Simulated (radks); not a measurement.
Results of a calculation; reference values are marked as such.
Species: the palladium ion Pd4+. Configuration: [Ar] 3d10 4p6 4d6 4f2 (not the ground configuration).

Code: a radial shooting solver on a logarithmic mesh with Libxc functionals. Model: Dirac Kohn-Sham, PBE, spin-unpolarised, spherical densities, finite nucleus; open shells fill j = l - 1/2 first; Fermi nuclear charge, rms radius 4.5318 fm.

Energy parts (hartree):
| part | energy |
|---|---|
| total | -5033.15148 |
| kinetic | 5256.78003 |
| electron-nucleus | -12085.25376 |
| Hartree | 1936.44144 |
| exchange-correlation | -141.11919 |

Orbitals (lengths in bohr, moments of r in powers of bohr):
orbital  occ.  eigenvalue (hartree)      <r>     <r^2>  small-component weight
1s1/2       2             -890.6663  0.03185  0.001371                2.83e-02
2s1/2       2             -132.5926   0.1380   0.02250                5.91e-03
2p1/2       2             -123.2166   0.1171   0.01684                5.92e-03
2p3/2       4             -117.3564   0.1221   0.01818                5.69e-03
3s1/2       2             -26.31591   0.3785    0.1641                1.65e-03
3p1/2       2             -22.61446   0.3705    0.1597                1.60e-03
3p3/2       4             -21.58964   0.3813    0.1689                1.54e-03
3d3/2       4             -15.03950   0.3545    0.1499                1.42e-03
3d5/2       6             -14.83471   0.3579    0.1527                1.40e-03
4p1/2       2              -4.60698   0.9696     1.069                3.91e-04
4p3/2       4              -4.42326   0.9947     1.125                3.76e-04
4d3/2       4              -2.54814    1.168     1.584                2.72e-04
4d5/2       2              -2.52143    1.177     1.610                2.69e-04
4f5/2       2              -0.85071    2.213     5.940                7.65e-05
4f7/2       0              -0.84994    2.217     5.959                7.61e-05

The highest occupied level is 4f5/2 at -23.149 eV. The electron density at the nucleus is 1.324e+05 e/bohr^3. Summed over all electrons, <r^2> = 31.07 bohr^2, which gives a Langevin (diamagnetic) susceptibility term of -24.6 x 10^-6 cm^3/mol. The density falls to 0.001 e/bohr^3 at r = 3.87 bohr.
